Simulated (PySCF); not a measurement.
# How methods differ on the ionisation energy of B²⁺

B²⁺ [He] 2s1 (2S) → B³⁺ 1s2 (1S), as a difference of total energies. All numbers are calculated (PySCF 2.14, scalar relativity by spin-free X2C-1e, in aug-cc-pCVQZ-DK (9s8p6d4f2g, 109 functions)). Correlated levels: valence and next inner shell: nothing frozen. The calculations carry no spin-orbit coupling.

| method | ionisation energy (eV) | error (eV) |
| --- | --- | --- |
| UHF | 37.829 | -0.102 |
| LDA | 37.908 | -0.023 |
| PBE | 38.300 | +0.369 |
| PBE0 | 38.241 | +0.310 |
| r2SCAN | 37.864 | -0.067 |
| wB97X-V | 38.079 | +0.148 |
| LC-wPBE | 38.381 | +0.450 |
| BLYP | 38.446 | +0.515 |
| MP2 (valence and next inner shell) | 37.917 | -0.014 |
| SCS-MP2 (valence and next inner shell) | 37.908 | -0.023 |

Reference: 37.931 eV (measured; NIST Atomic Spectra Database, ionization energies).

Errors of the correlated levels include the incompleteness of this basis.
